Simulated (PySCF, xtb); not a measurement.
Al(Cl)(Et)(NH2) (C2H7AlClN), SMILES C[CH2][Al]([NH2])[Cl].

xtb with GFN2-xTB at its own geometry gives an orbital gap of 4.30 eV and a dipole moment of 2.09 D.

Geometry optimised at PBE-D3(BJ)/def2-SVP. The structure was generated by enumeration; whether it is a known compound was not checked. The values are those of a single conformer.

Q: What does PBE/def2-TZVP (PySCF) give? (An estimate is asked for; the answer gives what the named calculation found.)

A: gap 5.25 eV (levels -6.15 and -0.90 eV), dipole 2.40 D.
